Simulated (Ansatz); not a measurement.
Al₄P₄H₁₄⁺, a cluster cut from wurtzite AlP (hydrogen-capped). Charge 1, multiplicity 2. Geometry r2SCAN-D4/def2-SVP, that of the neutral singlet; atoms count from 1.

```xyz
22

Al    1.186    1.537    1.901
P     2.082   -0.625    1.035
Al   -2.483   -0.018    1.105
P    -0.814    1.629    0.568
P    -1.255   -2.035    0.296
Al    0.945   -1.894   -0.660
Al   -0.458    1.999   -1.783
P     0.597   -0.197   -2.325
H     0.878    1.230    3.433
H     2.272    2.606    1.433
H     2.331   -1.537    2.095
H     3.417   -0.477    0.573
H    -2.607   -0.261    2.675
H    -3.747    0.065    0.139
H    -1.422    2.847    0.991
H    -1.169   -3.022    1.314
H    -2.034   -2.768   -0.638
H     1.622   -3.249   -1.132
H     0.705    3.052   -2.058
H    -1.819    1.975   -2.611
H     1.856   -0.017   -2.958
H    -0.082   -0.840   -3.394
```

Problem. Estimate the Mulliken populations from the PBE0/def2-TZVP orbitals of Ansatz.

Solution. 
```json
{"atom": "Al1", "charge (e)": "0.30", "spin (α − β)": "0.07"}
{"atom": "P2", "charge (e)": "-0.27", "spin (α − β)": "0.02"}
{"atom": "Al3", "charge (e)": "0.29", "spin (α − β)": "0.07"}
{"atom": "P4", "charge (e)": "-0.27", "spin (α − β)": "0.37"}
{"atom": "P5", "charge (e)": "-0.27", "spin (α − β)": "0.02"}
{"atom": "Al6", "charge (e)": "0.31", "spin (α − β)": "0.01"}
{"atom": "Al7", "charge (e)": "0.29", "spin (α − β)": "0.01"}
{"atom": "P8", "charge (e)": "-0.27", "spin (α − β)": "0.00"}
{"atom": "H9", "charge (e)": "-0.04", "spin (α − β)": "0.01"}
{"atom": "H10", "charge (e)": "-0.01", "spin (α − β)": "0.12"}
{"atom": "H11", "charge (e)": "0.15", "spin (α − β)": "0.00"}
{"atom": "H12", "charge (e)": "0.15", "spin (α − β)": "0.00"}
{"atom": "H13", "charge (e)": "-0.04", "spin (α − β)": "0.01"}
{"atom": "H14", "charge (e)": "-0.01", "spin (α − β)": "0.12"}
{"atom": "H15", "charge (e)": "0.16", "spin (α − β)": "-0.01"}
{"atom": "H16", "charge (e)": "0.15", "spin (α − β)": "0.00"}
{"atom": "H17", "charge (e)": "0.15", "spin (α − β)": "0.00"}
{"atom": "H18", "charge (e)": "-0.04", "spin (α − β)": "0.00"}
{"atom": "H19", "charge (e)": "-0.02", "spin (α − β)": "0.09"}
{"atom": "H20", "charge (e)": "-0.02", "spin (α − β)": "0.09"}
{"atom": "H21", "charge (e)": "0.15", "spin (α − β)": "0.00"}
{"atom": "H22", "charge (e)": "0.15", "spin (α − β)": "0.00"}
```
Mulliken values and Mayer orders depend strongly on the basis.

Problem. Where does the spin sit?

Solution. Summed by element: Al 0.17, P 0.39, H 0.44, of 1 unpaired in all. Largest on single atoms: P4 0.37, H14 0.12, H10 0.12.

Problem. And the Mayer bond orders between bonded heavy atoms (over 0.3)?

Solution. Al1–P2 0.66 (2.50 Å); Al1–P4 0.65 (2.41 Å); P2–Al6 0.77 (2.40 Å); Al3–P4 0.65 (2.41 Å); Al3–P5 0.65 (2.50 Å); P4–Al7 0.79 (2.41 Å); P5–Al6 0.77 (2.40 Å); Al6–P8 0.79 (2.40 Å); Al7–P8 0.65 (2.50 Å).
